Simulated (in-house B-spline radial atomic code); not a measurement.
# Kr³⁺: [Ar] 3d10 4s2 4p3

All numbers are computed (non-relativistic CAM-B3LYP, spin-polarised, spherical fractional occupations, exact exchange averaged over the configuration; point nucleus) with a B-spline radial code for spherical atoms, not measured.

Z_r = [3n² - l(l+1)]/(2<r>); Z_e = n√(-2ε); the last column is Slater's effective charge. Values are occupation-weighted means over spin.

| shell | electrons | ε (eV) | <r> (bohr) | Z_r | Z_e | Slater |
| --- | --- | --- | --- | --- | --- | --- |
| 1s | 2 | -13994 | 0.04245 | 35.34 | 32.07 | 35.70 |
| 2s | 2 | -1867.8 | 0.1877 | 31.97 | 23.43 | 31.85 |
| 2p | 6 | -1692.9 | 0.1619 | 30.89 | 22.31 | 31.85 |
| 3s | 2 | -304.49 | 0.5405 | 24.98 | 14.19 | 24.75 |
| 3p | 6 | -241.95 | 0.5445 | 22.96 | 12.65 | 24.75 |
| 3d | 10 | -129.78 | 0.5511 | 19.05 | 9.27 | 14.85 |
| 4s | 2 | -61.425 | 1.494 | 16.06 | 8.50 | 9.30 |
| 4p | 3 | -47.76 | 1.662 | 13.84 | 7.49 | 9.30 |

The least bound orbital is 4p up at -47.76 eV, and it is also the most diffuse (<r> = 1.662 bohr).
